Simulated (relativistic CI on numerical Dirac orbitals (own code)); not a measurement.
# d7 in a ligand field

Computed with a parametric ligand-field model of a d^n configuration (Racah B and C, spin-orbit zeta, crystal field), exact diagonalisation.

Field parameters in Wybourne normalisation: Oh B⁴₀ = 21Dq, B⁴₄ = √(5/14) B⁴₀. The field is a parameter set, without covalency.

Ground term and bands for B = 410, C = 1540, ζ = 0 cm⁻¹, Oh, 10Dq = 8610 cm⁻¹?

Ground term 2E with 1.05 electrons in the two orbitals of the cubic e set. Spin-allowed: 2T1 7636 cm⁻¹ (1310 nm), 2T2 7909 cm⁻¹ (1264 nm), 2T1 10204 cm⁻¹ (980 nm), 2T2 14707 cm⁻¹ (680 nm). Lowest spin-forbidden: 4T1 992 cm⁻¹, 4T2 8846 cm⁻¹ (1131 nm), 4T1 14239 cm⁻¹ (702 nm).

Ground term and bands for B = 410, C = 1540, ζ = 0 cm⁻¹, Oh, 10Dq = 12710 cm⁻¹?

Ground term 2E with 1.03 electrons in the two orbitals of the cubic e set. Spin-allowed: 2T1 11618 cm⁻¹ (861 nm), 2T2 11940 cm⁻¹ (837 nm), 2T1 14376 cm⁻¹ (696 nm), 2T2 20282 cm⁻¹ (493 nm). Lowest spin-forbidden: 4T1 5058 cm⁻¹ (1977 nm), 4T2 16899 cm⁻¹ (592 nm), 4T1 22180 cm⁻¹ (451 nm).

Ground term and bands for B = 410, C = 1540, ζ = 0 cm⁻¹, Oh, 10Dq = 11070 cm⁻¹?

Ground term 2E with 1.03 electrons in the two orbitals of the cubic e set. Spin-allowed: 2T1 10019 cm⁻¹ (998 nm), 2T2 10325 cm⁻¹ (968 nm), 2T1 12713 cm⁻¹ (787 nm), 2T2 18191 cm⁻¹ (550 nm). Lowest spin-forbidden: 4T1 3429 cm⁻¹ (2916 nm), 4T2 13669 cm⁻¹ (732 nm), 4T1 18988 cm⁻¹ (527 nm).

Ground term and bands for B = 410, C = 1540, ζ = 0 cm⁻¹, Oh, 10Dq = 7790 cm⁻¹?

Ground term 2E with 1.05 electrons in the two orbitals of the cubic e set. Spin-allowed: 2T1 6847 cm⁻¹ (1460 nm), 2T2 7104 cm⁻¹ (1408 nm), 2T1 9361 cm⁻¹ (1068 nm), 2T2 13444 cm⁻¹ (744 nm). Lowest spin-forbidden: 4T1 181 cm⁻¹, 4T2 7246 cm⁻¹ (1380 nm), 4T1 12671 cm⁻¹ (789 nm).

Ground term and bands for B = 410, C = 1540, ζ = 0 cm⁻¹, Oh, 10Dq = 19270 cm⁻¹?

Ground term 2E with 1.02 electrons in the two orbitals of the cubic e set. Spin-allowed: 2T1 18065 cm⁻¹ (554 nm), 2T2 18427 cm⁻¹ (543 nm), 2T1 20982 cm⁻¹ (477 nm), 2T2 27688 cm⁻¹ (361 nm). Lowest spin-forbidden: 4T1 11584 cm⁻¹ (863 nm), 4T2 29885 cm⁻¹ (335 nm), 4T1 35066 cm⁻¹ (285 nm).
